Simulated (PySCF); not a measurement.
Al(F)(Br)(OMe) (CH3AlBrFO), SMILES C[O][Al]([F])[Br].

Coordinates come from a B3LYP-D3(BJ)/def2-SVP optimisation. The structure was generated by enumeration; whether it is a known compound was not checked. One conformer was computed; it need not be the lowest.

Calculation: M06-2X/def2-TZVP run with PySCF.

Isolated molecule, no solvent.

Computed frontier levels, gap, dipole moment and polarisability:
- highest occupied level = -10.12 eV
- lowest empty level = -0.52 eV
- orbital gap = 9.59 eV
- dipole moment = 2.14 D
- quadrupole, principal values (traceless, Buckingham form, about the centre of nuclear charge) = -8.78, 3.17, 5.61 D·Å
- mean static polarisability = 54.4 bohr³ (8.06 Å³)
- polarisability, principal values = 44.9, 53.9, 64.3 bohr³
